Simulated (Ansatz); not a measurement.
`[SiH3]SB1BC1` + H–F → `FB1BC1` + `[SiH3]S` at 600 K and 1 bar (ligand exchange at a B–S bond).

Computed with Ansatz on PBE0-D4/def2-TZVP structures; ΔE is electronic, products minus reactants. CBS: MP2 limit from def2 TZ/QZ plus the TZ coupled-cluster correction, frozen cores. This one scheme is used for every species. One conformer a species, not always the lowest.

```tsv
species	CCSD(T)/CBS energy (Eh)	H − E (kJ/mol)	S (J/(mol·K))
`[SiH3]SB1BC1`	-778.07168	245.0	460.4
H–F	-100.39570	42.3	194.0
`FB1BC1`	-189.21287	154.5	355.7
`[SiH3]S`	-689.27336	126.3	326.2
```

H − E and S are ideal-gas, rigid-rotor, harmonic terms from PBE0-D4/def2-TZVP, for one conformer and one mirror image of each species. 1 Eh = 2625.50 kJ/mol, R = 8.31446 J/(mol·K).

**Question.** By hand: ΔE, ΔH, ΔS and ΔG.

**Answer.** ΔE = (-189.21287) + (-689.27336) − (-778.07168) − (-100.39570) = -0.01885 Eh = -49.5 kJ/mol. Δ(H − E) = 154.5 + 126.3 − 245.0 − 42.3 = -6.5, so ΔH = -56.0 kJ/mol. ΔS = 355.7 + 326.2 − 460.4 − 194.0 = 27.5 J/(mol·K). ΔG = -56.0 − 600 × (27.5)/1000 = -72.5 kJ/mol.

**Question.** By hand: the equilibrium constant, and the temperature at which ΔG would vanish if ΔH and ΔS stayed fixed.

**Answer.** log₁₀ K = −ΔG/(RT ln 10) = 6.3. ΔH and −TΔS have one sign here, so there is no such temperature.

ΔH outweighs TΔS. A doubt of 5 kJ/mol in ΔE shifts log₁₀ K by 0.4 here. Other conformers and mirror images would add mixing entropy, several J/(mol·K) or more a flexible species. These are equilibria of isolated gas molecules and say nothing of rates. Largest T1 diagnostic: 0.014 (customary marks: 0.02 for closed shells, 0.045 for open ones).
